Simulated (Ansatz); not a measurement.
One change: `C1=CCCCC1` becomes `N#CC1C=CCCC1`.

Ansatz, PBE0-D4/def2-TZVP geometries, multiplicity 1. 

```csv
property,`C1=CCCCC1`
HOMO–LUMO gap (B3LYP/def2-TZVPP) / eV,7.04
size of the dipole moment (PBE/def2-TZVPP) / D,0.37
LUMO energy (PBE/def2-TZVPP) / eV,-0.36
HOMO energy (B3LYP/def2-TZVPP) / eV,-6.64
HOMO–LUMO gap (PBE/def2-TZVPP) / eV,5.38
LUMO energy (ωB97M-V/def2-TZVPP) / eV,2.47
```

Question: Give the same properties after the change, and the shifts. (Estimate.)

Answer: Ansatz gave: 
```json
{"property": "HOMO–LUMO gap (B3LYP/def2-TZVPP) / eV", "`N#CC1C=CCCC1`": "7.07", "shift": "0.03"}
{"property": "size of the dipole moment (PBE/def2-TZVPP) / D", "`N#CC1C=CCCC1`": "4.23", "shift": "3.86"}
{"property": "LUMO energy (PBE/def2-TZVPP) / eV", "`N#CC1C=CCCC1`": "-1.16", "shift": "-0.80"}
{"property": "HOMO energy (B3LYP/def2-TZVPP) / eV", "`N#CC1C=CCCC1`": "-7.44", "shift": "-0.80"}
{"property": "HOMO–LUMO gap (PBE/def2-TZVPP) / eV", "`N#CC1C=CCCC1`": "5.36", "shift": "-0.02"}
{"property": "LUMO energy (ωB97M-V/def2-TZVPP) / eV", "`N#CC1C=CCCC1`": "1.92", "shift": "-0.55"}
```

Dipoles are sizes alone; their direction can turn.

B3LYP here is the variant with VWN-RPA as its local correlation; programs differ in this.
